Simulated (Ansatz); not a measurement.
Dissociation curve of LiCl, singlet.

- UKS-CAM-B3LYP = unrestricted CAM-B3LYP/cc-pVDZ in Ansatz (a program for electronic structure)
- RKS-PBE = restricted PBE/cc-pVDZ run with Ansatz
- RKS-CAM-B3LYP = restricted CAM-B3LYP/cc-pVDZ in Ansatz
- FCI = full CI/cc-pVDZ, frozen core (Ansatz)

Energies relative to the lowest point of each curve near equilibrium, in mEh:

```csv
R / Å,UKS-CAM-B3LYP,RKS-PBE,RKS-CAM-B3LYP
1.70,32.8,34.9,32.8
1.84,9.4,10.8,9.4
1.87,6.6,7.8,6.6
2.01,0.1,0.5,0.1
2.09,0.0,0.0,0.0
2.23,3.9,3.2,3.9
2.49,18.6,16.7,18.6
3.37,78.1,72.1,78.1
3.66,94.3,86.7,94.3
5.43,148.1,132.1,154.0
6.09,154.7,138.4,164.8
6.95,159.7,143.4,174.5
```

Problem. Estimate the FCI values at these points.

Solution. 1.70: 38.5; 1.84: 12.6; 1.87: 9.3; 2.01: 0.9; 2.09: 0.0; 2.23: 2.7; 2.49: 15.9; 3.37: 75.5; 3.66: 92.4; 5.43: 153.7; 6.09: 158.5; 6.95: 159.3 (mEh).

The unrestricted determinant behind UKS-CAM-B3LYP is spin-contaminated at 4.47 to 7.99 Å (<S²> up to 0.7, against 0.00 for a pure singlet). The restricted form behind RKS-PBE, RKS-CAM-B3LYP keeps the bonding electrons paired and can't separate into open-shell fragments.
